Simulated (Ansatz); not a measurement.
BeAl+, closed-shell singlet (lowest of 2S+1 = 1, 3 at CCSD(T)/def2-TZVPP on PBE0 minima; our sources give no spin for the ground state, which may be another), most abundant isotopes (9.0122 and 26.9815 u). Constants from fifth-degree fits in 1/R to seven points on the lowest solution found; no spin–orbit coupling, no relativity up to Kr; ω_e x_e and α_e move by some per cent with the fit.

Frozen-core correlation. CBS(a, b) extrapolates the correlation energy as X⁻³ and adds the Hartree–Fock energy of set b.

Codes used: Ansatz (Gaussian orbitals). Values without a source in brackets are computed.

| level | r_e (Å) | ω_e (cm⁻¹) | ω_e x_e (cm⁻¹) | α_e (cm⁻¹) |
|---|---|---|---|---|
| PBE/def2-TZVPP | 2.7818 | 270.4 | 2.84 | 0.00488 |
| CCSD(T)/CBS(aug-cc-pV(Q+d)Z, aug-cc-pV(5+d)Z) | 2.8034 | 255.3 | 3.32 | 0.00540 |

**Question.** Derive the rotational constants, the centrifugal constant, the fundamental, the zero-point energy and the force constant.

**Answer.** 
μ = 6.75569 u.
- PBE/def2-TZVPP: B_e = 16.8576/(μ r_e²) = 0.32247 cm⁻¹; B₀ = B_e − α_e/2 = 0.32003 cm⁻¹; D = 4B_e³/ω_e² = 1.83e-06 cm⁻¹; fundamental ω_e − 2ω_e x_e = 265 cm⁻¹; zero-point energy ω_e/2 − ω_e x_e/4 = 134 cm⁻¹; k = μ(2πcω_e)² = 29.1 N/m; the line J = 1 ← 0 at 2B₀ = 19.19 GHz
- CCSD(T)/CBS(aug-cc-pV(Q+d)Z, aug-cc-pV(5+d)Z): B_e = 16.8576/(μ r_e²) = 0.31751 cm⁻¹; B₀ = B_e − α_e/2 = 0.31481 cm⁻¹; D = 4B_e³/ω_e² = 1.96e-06 cm⁻¹; fundamental ω_e − 2ω_e x_e = 249 cm⁻¹; zero-point energy ω_e/2 − ω_e x_e/4 = 127 cm⁻¹; k = μ(2πcω_e)² = 25.9 N/m; the line J = 1 ← 0 at 2B₀ = 18.88 GHz

Doubts at one or more of the structures used: a restricted determinant that unrestricted orbitals would lower (CCSD(T)/CBS(aug-cc-pV(Q+d)Z, aug-cc-pV(5+d)Z)).

Ansatz is a program for electronic structure.
